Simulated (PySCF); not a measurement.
3-pyridinecarboxaldehyde, C6H5NO.
Z-matrix (Å and degrees, PBE0-D3(BJ)/def2-SVP geometry), rows numbered from 1:
```
O 
C   1  1.2049
C   2  1.4783  1  124.22
C   3  1.3992  2  120.77  1    -0.05
C   4  1.3869  3  118.38  2   179.97
C   5  1.3994  4  118.34  3    -0.01
N   6  1.3305  5  123.85  4     0.02
C   7  1.3286  6  117.47  5    -0.01
H   2  1.1199  1  121.15  3   179.99
H   4  1.0929  3  118.94  2    -0.03
H   5  1.0918  4  121.44  3  -180.00
H   6  1.0962  5  119.88  4  -179.97
H   8  1.0979  3  119.70  2     0.03
```

The calculation used PySCF 2.14.0, PBE0-D3(BJ)/def2-SVP geometry optimisation, gas phase.

Masses are those of the commonest isotopes; rigid-rotor values at the optimised geometry. The values belong to one conformer with, in the numbering `[O:1]=[CH:2][c:3]1[cH:4][cH:5][cH:6][n:7][cH:8]1`, O1–C2–C3–C4 0°.

**Question.** Give the principal moments of inertia and the rotational constants in GHz.

**Answer.** Ia = 92.97, Ib = 318.23, Ic = 411.20 u·Å²; 505379 MHz·u·Å²/I gives 5436, 1588 and 1229 MHz, that is A = 5.4359, B = 1.5881, C = 1.2290 GHz.

**Question.** Classify the top.

**Answer.** An asymmetric top; Ray's κ = -0.829.

**Question.** Is it planar, by Δ = Ic − Ia − Ib?

**Answer.** Planar: Δ = Ic − Ia − Ib = 0.00 u·Å². For a rigid frame Δ = −2 Σ m c², so it vanishes when all atoms lie in the ab plane; here none is more than 0.01 Å from it.

**Question.** Give the coordinates in the principal-axis frame, origin at the centre of mass.

**Answer.** The sense of each axis is arbitrary; atoms in the order of the calculation.
```csv
atom,mass (u),a (Å),b (Å),c (Å)
O1,15.995,-2.807,0.329,0.001
C2,12.000,-1.942,-0.510,0.000
C3,12.000,-0.494,-0.211,0.000
C4,12.000,-0.036,1.111,0.000
C5,12.000,1.333,1.334,0.000
C6,12.000,2.187,0.226,0.000
N7,14.003,1.764,-1.036,0.000
C8,12.000,0.451,-1.242,0.000
H9,1.008,-2.193,-1.601,-0.001
H10,1.008,-0.766,1.924,-0.001
H11,1.008,1.745,2.345,0.000
H12,1.008,3.273,0.373,0.001
H13,1.008,0.116,-2.287,0.000
```

**Question.** Where do the levels up to J = 5 lie, in K?

**Answer.** Above 0(0,0), as E/k:
J = 1: 1(0,1) 0.135, 1(1,1) 0.320, 1(1,0) 0.337
J = 2: 2(0,2) 0.404, 2(1,2) 0.573, 2(1,1) 0.625, 2(2,1) 1.179, 2(2,0) 1.180
J = 3: 3(0,3) 0.805, 3(1,3) 0.952, 3(1,2) 1.055, 3(2,2) 1.584, 3(2,1) 1.590, 3(3,1) 2.551, 3(3,0) 2.551
J = 4: 4(0,4) 1.335, 4(1,4) 1.456, 4(1,3) 1.628, 4(2,3) 2.124, 4(2,2) 2.141, 4(3,2) 3.094, 4(3,1) 3.095, 4(4,1) 4.445, 4(4,0) 4.445
J = 5: 5(0,5) 1.989, 5(1,5) 2.085, 5(1,4) 2.342, 5(2,4) 2.798, 5(2,3) 2.836, 5(3,3) 3.774, 5(3,2) 3.775, 5(4,2) 5.124, 5(4,1) 5.124, 5(5,1) 6.861, 5(5,0) 6.861

**Question.** Which types of transition are allowed, and where do some lines up to J = 3 fall?

**Answer.** The dipole components are |μa| = 1.44 D, |μb| = 0.54 D, |μc| = 0.00 D; the mirror of this Cs structure is the ab plane, so μc vanishes by symmetry and there are no c-type lines. The squared components, which scale the intensities, stand as 1.00 : 0.14 (a : b). Some lines, for components of 0.1 D or more:

| type | branch | J(Ka,Kc) | MHz | lower level (cm⁻¹) |
| --- | --- | --- | --- | --- |
| a | Q | 1(1,0) ← 1(1,1) | 359 | 0.222 |
| b | R | 2(0,2) ← 1(1,1) | 1762 | 0.222 |
| a | R | 1(0,1) ← 0(0,0) | 2817 | 0.000 |
| b | R | 3(0,3) ← 2(1,2) | 4843 | 0.398 |
| a | R | 3(2,2) ← 2(2,1) | 8451 | 0.819 |
| a | R | 3(1,2) ← 2(1,1) | 8974 | 0.434 |
| b | R | 2(1,2) ← 1(0,1) | 9123 | 0.094 |
| b | Q | 3(2,1) ← 3(1,2) | 11140 | 0.734 |
| b | Q | 3(2,2) ← 3(1,3) | 13174 | 0.662 |
| b | R | 3(2,2) ← 2(1,1) | 19995 | 0.434 |
| b | R | 3(2,1) ← 2(1,2) | 21191 | 0.398 |
| b | R | 3(3,1) ← 2(2,0) | 28579 | 0.820 |
| b | R | 3(3,0) ← 2(2,1) | 28604 | 0.819 |

**Question.** Estimate the classical rotational partition function at 10 K, 50 K and 298.15 K.

**Answer.** Point group Cs, symmetry number σ = 1; q = (√π/σ)·√((kT/h)³/(ABC)), k/h = 20836.6 MHz/K: 1640 at 10 K, 18300 at 50 K, 266000 at 298.15 K.

Stationary, but not proved a minimum. These are rigid-rotor constants of the computed structure; measured ground-state constants (B0) also hold zero-point vibration. Quadrupole hyperfine structure (14N) is left out.
